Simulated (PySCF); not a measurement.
SMILES Cl[Si](Cl)(Cl)[SiH2][Si](Cl)(Cl)Cl, GFN2-xTB optimised geometry.

```
11

Cl    -1.43    -3.19     3.50
Si    -0.58    -2.09     2.03
Cl    -0.75    -3.14     0.31
Cl     1.40    -1.95     2.46
Si    -1.56     0.02     1.83
Si    -0.71     1.21     0.00
Cl     1.32     1.21     0.00
Cl    -1.31     0.40    -1.76
Cl    -1.32     3.14     0.00
H     -3.02    -0.12     1.69
H     -1.35     0.79     3.06
```

Density from CAM-B3LYP/def2-TZVP (PySCF 2.14.0) at that geometry.

Minimum of the electron density along straight lines between bonded atoms, close to the bond critical point (lines longer than 1.1 times the sum of covalent radii, or with two minima, are not listed):

```json
[
 {"bond": "Cl1–Si2", "length / Å": "2.024", "ρ at the minimum / e bohr⁻³": "0.107", "∇²ρ there / e bohr⁻⁵": "0.24", "position (fraction from the first atom)": "0.64"},
 {"bond": "Si2–Cl3", "length / Å": "2.029", "ρ at the minimum / e bohr⁻³": "0.106", "∇²ρ there / e bohr⁻⁵": "0.23", "position (fraction from the first atom)": "0.37"},
 {"bond": "Si2–Cl4", "length / Å": "2.028", "ρ at the minimum / e bohr⁻³": "0.107", "∇²ρ there / e bohr⁻⁵": "0.23", "position (fraction from the first atom)": "0.37"},
 {"bond": "Si2–Si5", "length / Å": "2.337", "ρ at the minimum / e bohr⁻³": "0.098", "∇²ρ there / e bohr⁻⁵": "-0.17", "position (fraction from the first atom)": "0.62"},
 {"bond": "Si5–Si6", "length / Å": "2.337", "ρ at the minimum / e bohr⁻³": "0.098", "∇²ρ there / e bohr⁻⁵": "-0.17", "position (fraction from the first atom)": "0.38"},
 {"bond": "Si6–Cl7", "length / Å": "2.030", "ρ at the minimum / e bohr⁻³": "0.106", "∇²ρ there / e bohr⁻⁵": "0.23", "position (fraction from the first atom)": "0.37"},
 {"bond": "Si6–Cl8", "length / Å": "2.028", "ρ at the minimum / e bohr⁻³": "0.107", "∇²ρ there / e bohr⁻⁵": "0.23", "position (fraction from the first atom)": "0.37"},
 {"bond": "Si6–Cl9", "length / Å": "2.024", "ρ at the minimum / e bohr⁻³": "0.107", "∇²ρ there / e bohr⁻⁵": "0.24", "position (fraction from the first atom)": "0.37"},
 {"bond": "Si5–H10", "length / Å": "1.470", "ρ at the minimum / e bohr⁻³": "0.124", "∇²ρ there / e bohr⁻⁵": "0.17", "position (fraction from the first atom)": "0.49"},
 {"bond": "Si5–H11", "length / Å": "1.470", "ρ at the minimum / e bohr⁻³": "0.124", "∇²ρ there / e bohr⁻⁵": "0.17", "position (fraction from the first atom)": "0.49"}
]
```
